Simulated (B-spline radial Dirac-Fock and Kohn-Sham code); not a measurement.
**Rh⁶⁺ 3p1/2: cross section and angular parameters**

System: Rh⁶⁺, [Kr] 4d3; threshold 620.1 eV (orbital energy of the model). Model: Dirac-Hartree-Slater photoionisation with a Latter tail; cross sections with all multipoles, angular parameters from the dipole term and its interference with E2. Program: a radial atomic solver.

```
hν (eV)  σ (kb)      β       γ      δ
    653     151  0.743   0.159  0.113
    715       ?      ?       ?      ?
    734     136  1.125   0.286  0.058
 1253.6    66.5  1.568  -0.004  0.002
   1350    58.8  1.584  -0.018  0.002
   1920    30.8  1.610   0.031  0.003
   2010    28.1  1.608   0.049  0.003
   2830    13.6  1.572   0.246  0.009
   3230    10.1  1.549   0.346  0.012
   3350    9.31  1.542   0.376  0.013
 5414.7    2.86  1.422   0.816  0.035
   6000    2.19  1.391   0.918  0.042
  12000   0.316  1.142   1.623  0.121
  12700   0.267  1.119   1.679  0.130
  15000   0.162  1.051   1.842  0.161
```

Question: Give the values at 715 eV.

Answer: σ = 139 kb, β = 1.065, γ = 0.282, δ = 0.067.

Values without a named source are computed, but for edge energies of neutral atoms, which are taken from tables.
